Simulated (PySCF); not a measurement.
RhOBr: one-bond stretch

Computed with UB3LYP in PySCF with Rh def2-SVP with ECP28, O def2-SVP, Br def2-SVP; scalar-relativistic core potentials, no spin–orbit coupling; density-fitted integrals.

Rigid scan from the triplet minimum (Rh–Br 2.371 Å, Rh–O 1.677 Å; Br–Rh–O 126.5°). Coordinate: the bond from Rh to the last atom (Br) scaled, the rest fixed. Energies in kJ/mol from the minimum.

```csv
scale of one bond,E (kJ/mol),dipole size (D),⟨S²⟩
0.92,28.2,1.95,2.01
0.96,6.1,2.07,2.02
1.00,0.0,2.24,2.02
1.05,7.0,2.52,2.02
1.12,32.3,2.97,2.03
1.20,71.0,3.46,2.05
1.35,142.8,3.86,2.23
1.55,205.4,–,2.55
1.80,240.9,–,2.76
2.20,259.4,–,2.88
```

Spin contamination is strong at 1.35, 1.55, 1.80, 2.20, so these points are less reliable.

Open d and f shells are described by one determinant, and the ground state may have another occupation or spin.

Other isomers or separated fragments may lie lower.

The scan took 35 s on 2 threads of a shared Arm Neoverse V2 host; the process peaked at 0.75 GiB. Launch command: `OMP_NUM_THREADS=2 python axn.py task.json out`.
